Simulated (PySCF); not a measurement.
Some computed properties have been withheld. Give your best values.

Species: (ClSi)4O6 adamantane, Cl4O6Si4.
Bonds: Si1–Cl2, Si1–O3, Si1–O9, Si1–O13, O3–Si4, Si4–Cl5, Si4–O6, Si4–O14, O6–Si7, Si7–Cl8, Si7–O9, Si7–O10, O10–Si11, Si11–Cl12, Si11–O13, Si11–O14.

```json
{"property": "point group", "level": "PBE0-D3(BJ)/def2-SVP", "value": "?"}
{"property": "rotational constants A, B, C", "level": "PBE0-D3(BJ)/def2-SVP", "value": "?"}
{"property": "dipole moment", "level": "PBE0/def2-SVPD", "value": "?"}
{"property": "HOMO energy", "level": "PBE0/def2-SVPD", "value": "?"}
{"property": "LUMO energy", "level": "PBE0/def2-SVPD", "value": "-0.92 eV"}
{"property": "lowest singlet excitation", "level": "TDDFT PBE0/def2-SVPD", "value": "8.11 eV (153 nm, f = 0.000 summed over 3 states within 0.01 eV)"}
{"property": "strongest line among the 10 lowest singlet transitions", "level": "TDDFT PBE0/def2-SVPD", "value": "S4/S5/S6/S7/S8/S9 at 8.34 eV (149 nm, f = 0.025 summed over these states)"}
{"property": "lowest triplet excitation (Tamm–Dancoff)", "level": "TDA PBE0/def2-SVPD", "value": "7.89 eV"}
{"property": "static isotropic polarisability", "level": "PBE0/def2-SVPD", "value": "138.9 au"}
{"property": "electronic spatial extent ⟨r²⟩ about the centre of nuclear charge", "level": "PBE0/def2-SVPD", "value": "?"}
{"property": "isotropic shieldings of nuclei other than C and H, by class", "level": "GIAO PBE0/pcSseg-1", "value": "?"}
{"property": "core binding energies", "level": "ΔSCF SCAN, pcX-2 on the ionised atom, pcseg-1 elsewhere, spin-free X2C, 2p3/2 from a spin–orbit splitting computed afterwards within the 2p shell", "value": "?"}
```

Electronic properties: PySCF, gas phase, density fitting. Geometry: PBE0-D3(BJ)/def2-SVP, one conformer, isolated molecule.

Task: Give the rotational constants A, B, C.

Result: 0.290, 0.289, 0.288 GHz.

Task: What is the dipole moment?

Result: 0.00 D by symmetry (numerical residue 0.01 D).

Task: What are the isotropic shieldings of nuclei other than C and H, by class?

Result: 181 (O3/O6/O9/O10/O13/O14), 406 (Si1/Si4/Si7/Si11), 904 (Cl2/Cl5/Cl8/Cl12) ppm.

Task: Give the point group.

Result: Td.

Task: What is the HOMO energy?

Result: -10.23 eV.

Task: Give the electronic spatial extent ⟨r²⟩ about the centre of nuclear charge.

Result: 4881 bohr².

Task: The core binding energies?

Result: Si2p3/2 110.0 (Si1/Si4/Si7/Si11), Cl2p3/2 207.3 (Cl2/Cl5/Cl8/Cl12), O1s 539.1 (O3/O6/O9/O10/O13/O14), Si1s 1850.4 (Si1/Si4/Si7/Si11), Cl1s 2829.9 (Cl2/Cl5/Cl8/Cl12) eV.

The rotational constants are those of a spherical top; the small spread among constants that symmetry makes equal is optimisation noise. In wavenumbers S1 is 65400 cm⁻¹ (1 eV = 8065.54 cm⁻¹). The principal polarisabilities are 138.7, 138.9 and 139.2 au; their mean is the isotropic value.
